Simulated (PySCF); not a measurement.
Computed shifts of a molecule C2H8GaN, KT2/pcSseg-1 (PySCF), GIAO, gas phase, atoms alike by connectivity averaged where their shifts nearly agree, in ppm (number of nuclei): ¹³C: -4.0 (2). ¹H: 2.72 (2), 0.26 (6). ¹⁵N: 77.0 (1). References: ¹³C against TMS (σ = 185.1 ppm); ¹H against TMS (σ = 31.47 ppm); ¹⁵N against NH3 (σ = 266.2 ppm), references at their B3LYP-D3(BJ)/def2-TZVP geometries, non-relativistic. Geometry: TPSSh-D3(BJ)/def2-SVP. The values are those of a single conformer.

Task: Pick the molecule that these values belong to.
A. C[CH2][GaH][NH2]
B. C[N](C)[GaH2]
C. [CH3][Ga]([CH3])[NH2]

Result: C, [CH3][Ga]([CH3])[NH2]
